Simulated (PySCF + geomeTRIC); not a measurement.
These are r2SCAN-D4/def2-TZVP (PySCF + geomeTRIC) values and carry that method's errors. fastk is a local helper that only speeds up exchange builds. No frequencies were computed at this level.

```python
import json, numpy as np
from pyscf import gto, dft
from fastk import lowrank_exchange
atoms = """
O     -1.297372    -0.949233     0.834755
C     -0.961392     0.212703     0.244666
C      0.203010     0.497796    -0.327477
S      1.516029    -0.702516    -0.438020
H     -0.540059    -1.552620     0.809736
H     -1.763232     0.936209     0.279037
H      0.396707     1.445279    -0.793560
H      2.507093     0.182969    -0.421728
"""
def scf(charge, spin, dm0=None):
    mol = gto.M(atom=atoms, basis='def2-tzvp', ecp={}, charge=charge, spin=spin, verbose=3, max_memory=3780)
    mf = dft.KS(mol, xc='r2scan').density_fit(auxbasis="def2-universal-jkfit")
    mf.disp = 'd4'
    mf.grids.level = 4
    mf.conv_tol = 1e-8
    mf.max_cycle = 60
    mf.kernel(dm0)
    if not mf.converged:
        mf = mf.newton().run(mf.mo_coeff, mf.mo_occ).undo_soscf()
    return mf
mf = scf(0, 0)
from pyscf.geomopt.geometric_solver import kernel as optimize
path = []
done, mol = optimize(mf, maxsteps=80, assert_convergence=False, callback=lambda env: path.append((env["energy"], bool(env["g_scanner"].converged))))
res = dict(converged=bool(done and path[-1][1]), energy=path[-1][0], path=[e for e, c in path], xyz=mol.atom_coords(unit="Angstrom").tolist(), nao=mol.nao)
json.dump(res, open("result.json", "w"))
```

Output:

```
converged SCF energy = -551.969846105323
Geometry optimization cycle 1
converged SCF energy = -551.969846096638
cycle 1: E = -551.969846097  dE = -551.97  norm(grad) = 0.0221834
Geometry optimization cycle 2
converged SCF energy = -551.971290918226
cycle 2: E = -551.971290918  dE = -0.00144482  norm(grad) = 0.012737
Geometry optimization cycle 3
converged SCF energy = -551.972012757789
cycle 3: E = -551.972012758  dE = -0.00072184  norm(grad) = 0.0286177
Geometry optimization cycle 4
converged SCF energy = -551.972848034774
cycle 4: E = -551.972848035  dE = -0.000835277  norm(grad) = 0.0223542
Geometry optimization cycle 5
converged SCF energy = -551.973391843383
cycle 5: E = -551.973391843  dE = -0.000543809  norm(grad) = 0.0155126
Geometry optimization cycle 6
converged SCF energy = -551.974315005413
cycle 6: E = -551.974315005  dE = -0.000923162  norm(grad) = 0.004315
Geometry optimization cycle 7
converged SCF energy = -551.974468873025
cycle 7: E = -551.974468873  dE = -0.000153868  norm(grad) = 0.00539353
Geometry optimization cycle 8
converged SCF energy = -551.9745697707
cycle 8: E = -551.974569771  dE = -0.000100898  norm(grad) = 0.00180599
Geometry optimization cycle 9
converged SCF energy = -551.974576170029
cycle 9: E = -551.97457617  dE = -6.39933e-06  norm(grad) = 0.000846954
Geometry optimization cycle 10
converged SCF energy = -551.974570877113
cycle 10: E = -551.974570877  dE = 5.29292e-06  norm(grad) = 0.00156996
Geometry optimization cycle 11
converged SCF energy = -551.974561337004
cycle 11: E = -551.974561337  dE = 9.54011e-06  norm(grad) = 0.0026736
Geometry optimization cycle 12
converged SCF energy = -551.974564624488
cycle 12: E = -551.974564624  dE = -3.28748e-06  norm(grad) = 0.00253749
Geometry optimization cycle 13
converged SCF energy = -551.97456906054
cycle 13: E = -551.974569061  dE = -4.43605e-06  norm(grad) = 0.00162708
Geometry optimization cycle 14
converged SCF energy = -551.974572096543
cycle 14: E = -551.974572097  dE = -3.036e-06  norm(grad) = 0.000950708
Geometry optimization cycle 15
converged SCF energy = -551.974573794416
cycle 15: E = -551.974573794  dE = -1.69787e-06  norm(grad) = 0.000556379
Geometry optimization cycle 16
converged SCF energy = -551.974574214433
cycle 16: E = -551.974574214  dE = -4.20016e-07  norm(grad) = 0.000471742
<class 'geometric.internal.Distance'> : 7
<class 'geometric.internal.Angle'> : 6
<class 'geometric.internal.OutOfPlane'> : 2
<class 'geometric.internal.Dihedral'> : 8
<class 'geometric.internal.TranslationX'> : 1
<class 'geometric.internal.TranslationY'> : 1
<class 'geometric.internal.TranslationZ'> : 1
<class 'geometric.internal.RotationA'> : 1
<class 'geometric.internal.RotationB'> : 1
<class 'geometric.internal.RotationC'> : 1
Step    0 : Gradient = 7.843e-03/1.512e-02 (rms/max) Energy = -551.9698460966
Step    1 : Displace = 6.887e-02/1.181e-01 (rms/max) Trust = 1.000e-01 (=) Grad = 4.503e-03/8.828e-03 (rms/max) E (change) = -551.9712909182 (-1.445e-03) Quality = 1.398
Step    2 : Displace = 1.408e-01/2.786e-01 (rms/max) Trust = 1.414e-01 (+) Grad = 1.012e-02/1.625e-02 (rms/max) E (change) = -551.9720127578 (-7.218e-04) Quality = 0.358
Step    3 : Displace = 7.230e-02/9.714e-02 (rms/max) Trust = 1.414e-01 (=) Grad = 7.903e-03/1.414e-02 (rms/max) E (change) = -551.9728480348 (-8.353e-04) Quality = 0.547
Step    4 : Displace = 9.004e-02/1.461e-01 (rms/max) Trust = 1.414e-01 (=) Grad = 5.485e-03/9.652e-03 (rms/max) E (change) = -551.9733918434 (-5.438e-04) Quality = 0.397
Step    5 : Displace = 3.729e-02/8.148e-02 (rms/max) Trust = 1.414e-01 (=) Grad = 1.526e-03/2.938e-03 (rms/max) E (change) = -551.9743150054 (-9.232e-04) Quality = 0.910
Step    6 : Displace = 7.515e-02/1.644e-01 (rms/max) Trust = 2.000e-01 (+) Grad = 1.907e-03/3.836e-03 (rms/max) E (change) = -551.9744688730 (-1.539e-04) Quality = 0.603
Step    7 : Displace = 1.925e-02/3.621e-02 (rms/max) Trust = 2.000e-01 (=) Grad = 6.385e-04/1.357e-03 (rms/max) E (change) = -551.9745697707 (-1.009e-04) Quality = 1.007
Step    8 : Displace = 6.188e-03/1.359e-02 (rms/max) Trust = 2.828e-01 (+) Grad = 2.994e-04/6.074e-04 (rms/max) E (change) = -551.9745761700 (-6.399e-06) Quality = 0.465
Step    9 : Displace = 7.488e-03/1.594e-02 (rms/max) Trust = 2.828e-01 (=) Grad = 5.551e-04/1.234e-03 (rms/max) E (change) = -551.9745708771 (+5.293e-06) Quality = -0.356
Step   10 : Displace = 3.372e-03/7.242e-03 (rms/max) Trust = 3.744e-03 (-) Grad = 9.453e-04/2.227e-03 (rms/max) E (change) = -551.9745613370 (+9.540e-06) Quality = -0.346
Step   11 : Displace = 1.726e-03/3.002e-03 (rms/max) Trust = 1.686e-03 (-) Grad = 8.971e-04/1.996e-03 (rms/max) E (change) = -551.9745646245 (-3.287e-06) Quality = 0.102
Step   12 : Displace = 9.062e-04/1.729e-03 (rms/max) Trust = 8.431e-04 (-) Grad = 5.753e-04/1.271e-03 (rms/max) E (change) = -551.9745690605 (-4.436e-06) Quality = 0.687
Step   13 : Displace = 8.867e-04/1.614e-03 (rms/max) Trust = 8.431e-04 (=) Grad = 3.361e-04/7.219e-04 (rms/max) E (change) = -551.9745720965 (-3.036e-06) Quality = 0.494
Step   14 : Displace = 9.158e-04/1.717e-03 (rms/max) Trust = 8.431e-04 (=) Grad = 1.967e-04/3.604e-04 (rms/max) E (change) = -551.9745737944 (-1.698e-06) Quality = 0.243
Step   15 : Displace = 3.321e-04/6.463e-04 (rms/max) Trust = 4.215e-04 (-) Grad = 1.668e-04/2.662e-04 (rms/max) E (change) = -551.9745742144 (-4.200e-07) Quality = 0.154
Converged! =D
```

Cost: around 10 core-minutes (rough).
